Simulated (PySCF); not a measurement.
## Spinor energies of Kr²⁰⁺ (krypton, charge +20)

Start: [Ne] 3s2 3p4; 3p1/2 filled at m_j = -1/2, +1/2; 3p3/2 filled at m_j = +1/2, +3/2. Calculated with PySCF 2.14 in an uncontracted even-tempered set (19 s from 2.3 bohr⁻², ratio 2.4; 13 p from 2.9 bohr⁻², ratio 2.4; 5 d from 13 bohr⁻², ratio 2.6; 4 f from 19 bohr⁻², ratio 2.6): generalised Hartree-Fock with the X2C-1e Hamiltonian and a Gaussian nucleus; one run each with spin-orbit coupling (SO) switched off, then screened by Boettger's factors.

```tsv
spinor shell	electrons	ε, spin-free (eV)	ε, screened SO (eV)	weight of nominal j (screened SO)	rms radius, screened SO (bohr)
1s1/2	2	-15230.5	-15229.5	1.000	0.0478
2s1/2	2	-2767.0	-2766.5	1.000	0.196
2p1/2	2	-2537.5	-2576.5	0.999	0.172
3s1/2	2	-960.83	-960.65	1.000	0.494
3p1/2	2	-889.26	-895.97	0.863	0.486
3p3/2	2	-889.26	-885.09	0.883	0.491
```

**Question.** Where does 2p3/2 lie, and what is the 2p spin-orbit splitting (screened SO)?

**Answer.** At -2518.2 eV, 58.316 eV above 2p1/2.

```json
{"quantity": "E (hartree)", "spin-free": "-2554.20078", "screened SO": "-2554.59982"}
{"quantity": "M_J", "spin-free": "2", "screened SO": "2"}
{"quantity": "⟨J²⟩", "spin-free": "6.002", "screened SO": "6.004"}
{"quantity": "⟨L²⟩", "spin-free": "2.001", "screened SO": "2.640"}
{"quantity": "⟨S²⟩", "spin-free": "2.000", "screened SO": "1.685"}
```

Each row is a mean over spinors that exchange with the open shell spreads, by up to 19.671 eV (3s1/2).

Rows whose weight is well below 1 are mixtures of j = l ± 1/2: exchange outweighs spin-orbit coupling there, and the label is only the starting occupation.

Without spin-orbit coupling the j labels of p, d and f shells carry no meaning; the spin-free column gives the mean over the occupied spinors of each nl shell.
